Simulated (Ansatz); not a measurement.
**Cost against result**

Saddle point of SnH₄ClF, singlet (SnH₃F ([F][SnH3]) + HCl → SnH₃Cl ([Cl][SnH3]) + HF; bonds formed: Sn1–Cl7, F2–H6; bonds broken: Sn1–F2, H6–Cl7), PBE0-D4/def2-TZVP structure:

```xyz
7
angstrom
Sn -0.7452 -0.0877 -0.1415
F 0.8697 -0.3068 1.2780
H -0.6442 -1.1793 -1.4314
H -1.6872 -0.7419 1.1266
H -1.1530 1.5316 -0.4140
H 1.5565 0.1007 0.5213
Cl 1.8035 0.6834 -0.9391
```

Barriers are electronic and count from the start structure reached by relaxing down the imaginary mode.

Computed with Ansatz 0.2.0 (basis: as named in each row); correlated methods freeze the cores. Filled d shells of the heavier atoms are correlated. Core potentials replace the inner electrons of the atoms past krypton. The def2 sets are not built for correlating such inner shells, so the correlated values are less sure here. B3LYP uses VWN-RPA correlation. Extrapolation: Hartree–Fock as exp(−7.88 √X), correlation as X^−2.97.

Times are rough, for one single point on 4 threads of a shared host (Arm Neoverse V1).

The estimate by CCSD(T) at an estimated basis limit (MP2 extrapolated from triple and quadruple zeta, plus CCSD(T) − MP2 in triple zeta) is 0.545 eV.

| method | basis | time (s) | barrier (eV) | method less estimate |
| --- | --- | --- | --- | --- |
| SPW92 | def2-SVP | under 1 | -0.059 | -0.604 |
| PBE-D4 | def2-SVP | under 1 | 0.202 | -0.343 |
| PBE0-D4 | def2-SVP | under 1 | 0.307 | -0.238 |
| SPW92 | def2-TZVPP | under 1 | 0.108 | -0.438 |
| BLYP-D4 | def2-TZVPP | 1 | 0.477 | -0.068 |
| PBE-D4 | def2-TZVPP | 1 | 0.342 | -0.203 |
| CCSD(T) | def2-SVP | 2 | 0.631 | 0.085 |
| B3LYP-D4 | def2-TZVPP | 2 | 0.536 | -0.010 |
| PBE0-D4 | def2-TZVPP | 2 | 0.434 | -0.112 |
| BHLYP-D4 | def2-TZVPP | 2 | 0.636 | 0.090 |
| CAM-B3LYP-D4 | def2-TZVPP | 2 | 0.578 | 0.033 |
| r2SCAN-D4 | def2-TZVPP | 3 | 0.397 | -0.148 |
| wB97M-V | def2-SVP | 3 | 0.362 | -0.184 |
| r2SCAN0-D4 | def2-TZVPP | 4 | 0.459 | -0.086 |
| PBE-QIDH | def2-TZVPP | 4 | 0.521 | -0.024 |
| RPA on PBE | def2-TZVPP | 4 | 0.649 | 0.103 |
| B2PLYP | def2-TZVPP | 4 | 0.589 | 0.044 |
| wB97X-V | def2-TZVPP | 5 | 0.564 | 0.019 |
| B97M-V | def2-TZVPP | 6 | 0.555 | 0.010 |
| wB97M-V | def2-TZVPP | 6 | 0.509 | -0.037 |
| MP2 | def2-QZVPP | 8 | 0.515 | -0.030 |
| CCSD(T) | def2-TZVPP | 45 | 0.627 | 0.081 |

All methods are single points on the PBE0-D4 structures; a negative value means that the method puts the saddle structure below the start.

T1 diagnostic: at most 0.013.

Labels in which every atom is bracketed show which atoms are joined, not bond orders.
